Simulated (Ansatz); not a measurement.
Frontier orbitals of C$_{2}$H$_{7}$OY (`[CH3][Y]([CH3])[OH]`).

```xyz
11

C    -0.941    1.719    0.578
Y     0.806    0.173    0.227
C    -0.040   -2.028    0.173
O     2.073    0.632   -1.255
H    -0.668    2.777    0.479
H    -1.738    1.539   -0.159
H    -1.419    1.605    1.562
H    -0.465   -2.254   -0.815
H    -0.857   -2.171    0.895
H     0.696   -2.820    0.368
H     2.555    0.829   -2.053
```

The species carries charge 0 and has multiplicity 1. Correlated methods include outer-core shells of Y, which these sets cover unevenly. Y takes the def2 core potential. The geometry is a stationary point of PBE0-D4/def2-TZVP. It is one conformer, not always the lowest. Basis def2-TZVPP, Ansatz 0.2.0.

```tsv
functional	HOMO (eV)	LUMO (eV)	gap (eV)
PBE	-4.95	-2.35	2.60
B97M-V	-5.23	-2.23	3.00
PBE0	-6.17	-1.65	4.52
B3LYP	-5.96	-1.99	3.97
CAM-B3LYP	-7.54	-1.04	6.50
ωB97M-V	-8.43	-0.62	7.81
HF	-9.10	0.14	9.24
```

From PBE to PBE0 the HOMO moves by −1.22 eV and the LUMO by +0.70 eV, and with ωB97M-V by −3.48 and +1.73 eV, so the gap grows from 2.60 to 7.81 eV with exact exchange.

B3LYP here is the variant with VWN-RPA as its local correlation; programs differ in this.
